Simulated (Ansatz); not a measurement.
Calculated with Ansatz (gas phase, PBE0-D4/def2-TZVP geometries, no zero-point term in ΔE). CBS: MP2 limit from def2 TZ/QZ plus the TZ coupled-cluster correction, frozen cores. DFT in def2-TZVPP. For Se outer-core shells are correlated without core-valence functions, which leaves a few kJ/mol of doubt a bond. Scalar relativity is left out up to krypton. One conformer a species, not always the lowest.

Reaction (substitution at a C–C bond): `FC(F)(Cl)C[SiH3]` + H₂Se → `[SiH3]C[SeH]` + `FC(F)Cl`

Question: Is it downhill or uphill in electronic energy at CCSD(T)/CBS, and by how much? (An estimate is asked.)

Answer: Computed: Uphill: ΔE = +26.1 kJ/mol.

Question: What do these levels give: PBE-D4, r2SCAN-D4, PBE0-D4, ωB97X-V, ωB97M-V, B2PLYP, PBE, r2SCAN, MP2/def2-TZVPP, CCSD/def2-TZVPP, MP2/def2-QZVPP, MP2/CBS(def2)? (Best estimate.)

Answer: The calculation gave: PBE-D4 23.4, r2SCAN-D4 31.2, PBE0-D4 25.5, ωB97X-V 30.6, ωB97M-V 30.9, B2PLYP 23.4, PBE 21.9, r2SCAN 30.4, MP2/def2-TZVPP 22.6, CCSD/def2-TZVPP 25.9, MP2/def2-QZVPP 22.5, MP2/CBS(def2) 22.6 kJ/mol.

Largest T1 diagnostic among the species: 0.011.
